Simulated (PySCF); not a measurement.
Compound: C3H7In.
Structure used (PBE0-D3(BJ)/def2-SVP), in Å, numbered top down from 1:
```xyz
11
C3H7In angstrom
C      2.560   -0.120    0.229
C      1.375    0.449   -0.032
In    -0.475   -0.582    0.356
C     -2.402    0.308   -0.067
H      3.515    0.389    0.035
H      2.645   -1.129    0.652
H      1.383    1.462   -0.457
H     -0.314   -2.177    1.035
H     -2.295    1.258   -0.609
H     -3.017   -0.381   -0.667
H     -2.937    0.498    0.876
```

Level of theory: PBE0-D3(BJ)/def2-SVP geometry optimisation, gas phase, def2 core potentials past Kr in PySCF 2.14.0.

Take the most abundant isotopes and a rigid rotor. The values belong to one conformer with, in the numbering `[CH2:1]=[CH:2][InH:3][CH3:4]`, C1–C2–In3–C4 180°.

(1) What are A, B and C (MHz)?

(2) Classify the top.

(3) What does the inertial defect say?

(4) Give the other two planar moments, Paa and Pbb, and the rms extents of the mass along the axes.

(5) Which lines would a microwave search look for?

Results:

(1) Ia = 36.86, Ib = 234.61, Ic = 268.28 u·Å²; 505379 MHz·u·Å²/I gives A = 13711, B = 2154, C = 1884 MHz.

(2) A near-prolate asymmetric top. Ray's parameter κ = (2B − A − C)/(A − C) = -0.954; −1 is the prolate and +1 the oblate limit.

(3) Not planar: Δ = Ic − Ia − Ib = -3.18 u·Å². For a rigid frame Δ = −2 Σ m c², so Σ m c² = 1.59 u·Å² lies off the ab plane, practically all of it from hydrogen. The atom farthest from that plane is 0.95 Å away.

(4) Paa = Σ m a² = (Ib + Ic − Ia)/2 = 233.01 and Pbb = Σ m b² = (Ia + Ic − Ib)/2 = 35.27 u·Å². With the mass M = 157.96 u, the rms extents √(P/M) along a, b and c are 1.21, 0.47, 0.10 Å.

(5) The dipole components are |μa| = 0.14 D, |μb| = 0.57 D, |μc| = 0.01 D. The squared components, which scale the intensities, stand as 0.06 : 1.00 : 0.00 (a : b : c). Some of the stronger lines:

| type | branch | J(Ka,Kc) | MHz | lower level (cm⁻¹) |
| --- | --- | --- | --- | --- |
| b | R | 4(0,4) ← 3(1,3) | 5203 | 1.171 |
| b | Q | 4(1,3) ← 4(0,4) | 13102 | 1.345 |
| b | Q | 5(1,4) ← 5(0,5) | 13850 | 2.015 |
| b | Q | 5(2,3) ← 5(1,4) | 33232 | 2.477 |
| b | Q | 5(2,4) ← 5(1,5) | 37123 | 2.342 |
| b | R | 3(2,2) ← 2(1,1) | 46785 | 0.808 |
| b | Q | 4(3,2) ← 4(2,3) | 58477 | 2.907 |
| b | Q | 4(4,0) ← 4(3,1) | 81837 | 4.857 |
| b | R | 4(4,0) ← 3(3,1) | 97998 | 4.318 |
| b | R | 5(5,1) ← 4(4,0) | 125421 | 7.587 |

Stationary, but not proved a minimum. No vibrational averaging or centrifugal distortion is included, and the geometry carries the error of its method. A rigid rotor knows nothing of internal rotation, which can split or shift real lines.
